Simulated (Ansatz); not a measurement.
`F[CH]([SiH3])[GaH2]` and `OC(F)[SiH3]` differ in one atom or group.

Ansatz, PBE0-D4/def2-TZVP geometries, multiplicity 1. Each molecule was computed in one conformer, which needn't be the lowest.

Scalar relativity is left out up to krypton.

```csv
property,`F[CH]([SiH3])[GaH2]`
size of the dipole moment (ωB97M-V/def2-TZVPP) / D,1.38
"ideal-gas entropy at 298 K and 1 bar (rigid rotor, harmonic PBE0-D4/def2-TZVP) / J/(mol·K)",355
HOMO energy (PBE/def2-TZVPP) / eV,-6.36
LUMO energy (ωB97M-V/def2-TZVPP) / eV,-0.11
HOMO energy (PBE0/def2-TZVPP) / eV,-7.66
LUMO energy (PBE/def2-TZVPP) / eV,-2.59
```

Question: Give the same properties after the change, and the shifts. (Estimate.)

Answer: The calculation gave: 
```json
{"property": "size of the dipole moment (ωB97M-V/def2-TZVPP) / D", "`OC(F)[SiH3]`": "1.75", "shift": "0.37"}
{"property": "ideal-gas entropy at 298 K and 1 bar (rigid rotor, harmonic PBE0-D4/def2-TZVP) / J/(mol·K)", "`OC(F)[SiH3]`": "312", "shift": "-43"}
{"property": "HOMO energy (PBE/def2-TZVPP) / eV", "`OC(F)[SiH3]`": "-6.97", "shift": "-0.61"}
{"property": "LUMO energy (ωB97M-V/def2-TZVPP) / eV", "`OC(F)[SiH3]`": "2.03", "shift": "2.14"}
{"property": "HOMO energy (PBE0/def2-TZVPP) / eV", "`OC(F)[SiH3]`": "-8.50", "shift": "-0.84"}
{"property": "LUMO energy (PBE/def2-TZVPP) / eV", "`OC(F)[SiH3]`": "-0.37", "shift": "2.22"}
```

With PBE0 the HOMO falls by 0.84 eV and the LUMO rises by 2.27 eV, so the gap widens by about 3.11 eV. PBE moves the HOMO by -0.61 eV and ωB97M-V by -0.97 eV. The zero-point energy changes by 6.7 kJ/mol with -3 modes. Dipoles are sizes alone; their direction can turn.
